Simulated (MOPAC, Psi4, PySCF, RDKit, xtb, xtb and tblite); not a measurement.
Two geometries of SMILES CC[SiH2]N (C₂H₉NSi), relaxed at GFN2-xTB with one dihedral held; other torsions can differ between them too.

Structure A

```
13

C     -1.9380    -0.0377     0.2475
C     -0.5684     0.6198     0.3582
Si     0.8558    -0.6345     0.2451
N      2.1830     0.2142    -0.4578
H     -2.0402    -0.5486    -0.7069
H     -2.7357     0.7002     0.3261
H     -2.0766    -0.7717     1.0389
H     -0.4697     1.3605    -0.4371
H     -0.5167     1.1681     1.3008
H      0.5732    -1.7184    -0.6985
H      1.0923    -1.2115     1.5820
H      2.4025     1.1387    -0.1221
H      3.0366    -0.2926    -0.6266
```

Structure B

```
13

C     -1.9530    -0.0306     0.2510
C     -0.5686     0.6010     0.3259
Si     0.8500    -0.6594     0.2100
N      0.4560    -1.7396    -1.0750
H     -2.0804    -0.5674    -0.6857
H     -2.7330     0.7275     0.3205
H     -2.0929    -0.7385     1.0647
H     -0.4750     1.3424    -0.4708
H     -0.4773     1.1526     1.2627
H      0.9239    -1.5119     1.3987
H      2.1144     0.0837     0.0560
H      0.1352    -1.3580    -1.9510
H      1.0690    -2.5189    -1.2513
```

**Question.** Which is lower in energy at the level DF-MP2 (frozen core)/cc-pVTZ // GFN2-xTB in Psi4, and by how much?

**Answer.** B is lower, by 0.89 kcal/mol (dihedral C1–C2–Si3–N4: 150° in A, 45° in B).

E(B) − E(A) in kcal/mol at the other levels, on the same two geometries: GFN2-xTB (xtb and tblite) 0.07; MMFF94 // GFN2-xTB (RDKit) -0.31; B3LYP/def2-TZVP // GFN2-xTB (Psi4) -0.51; B3LYP-D3(BJ)/def2-TZVP // GFN2-xTB (Psi4) -0.77; PBE/def2-TZVP // GFN2-xTB (Psi4) -0.56; PBE-D3(BJ)/def2-TZVP // GFN2-xTB (Psi4) -0.72; wB97X-D/def2-TZVP // GFN2-xTB (Psi4) -0.81; HF/cc-pVTZ // GFN2-xTB (Psi4) -0.56; UFF // GFN2-xTB (RDKit) -0.37; PM6, restricted, heats of formation // GFN2-xTB (MOPAC) -0.34; PM3, restricted, heats of formation // GFN2-xTB (MOPAC) 0.33; GFN1-xTB // GFN2-xTB (xtb) -0.76; restricted B3LYP/6-31G*, spherical d // GFN2-xTB (PySCF) -0.49; restricted B3LYP/LANL2DZ, with its core potentials past Ne // GFN2-xTB (PySCF) -0.64; restricted Hartree-Fock/LANL2DZ, with its core potentials past Ne // GFN2-xTB (PySCF) -0.69; restricted LDA (SVWN5)/6-31G*, spherical d // GFN2-xTB (PySCF) -0.87.
